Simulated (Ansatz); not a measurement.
Start from `CC[Si](F)(CC)CC` and change one atom or group to get `CC[Si](Cl)(CC)CC`.

Ansatz, PBE0-D4/def2-TZVP geometries, multiplicity 1. Each molecule was computed in one conformer, which needn't be the lowest.

```csv
property,`CC[Si](F)(CC)CC`
size of the dipole moment (ωB97M-V/def2-TZVPP) / D,1.70
LUMO energy (B3LYP/def2-TZVPP) / eV,0.50
HOMO–LUMO gap (B3LYP/def2-TZVPP) / eV,8.20
HOMO energy (B3LYP/def2-TZVPP) / eV,-7.70
LUMO energy (ωB97M-V/def2-TZVPP) / eV,2.24
HOMO energy (PBE0/def2-TZVPP) / eV,-7.89
```

(1) What does the change do to each property? (An estimate is asked.)

Answers

(1) Computed: 
| property | `CC[Si](Cl)(CC)CC` | shift |
| --- | --- | --- |
| size of the dipole moment (ωB97M-V/def2-TZVPP) / D | 2.12 | 0.42 |
| LUMO energy (B3LYP/def2-TZVPP) / eV | 0.46 | -0.04 |
| HOMO–LUMO gap (B3LYP/def2-TZVPP) / eV | 8.12 | -0.08 |
| HOMO energy (B3LYP/def2-TZVPP) / eV | -7.67 | 0.03 |
| LUMO energy (ωB97M-V/def2-TZVPP) / eV | 2.20 | -0.04 |
| HOMO energy (PBE0/def2-TZVPP) / eV | -7.86 | 0.03 |

Dipoles are sizes alone; their direction can turn.

Positive LUMOs are unbound, so they and the gaps depend on the basis.

B3LYP here is the variant with VWN-RPA as its local correlation; programs differ in this.
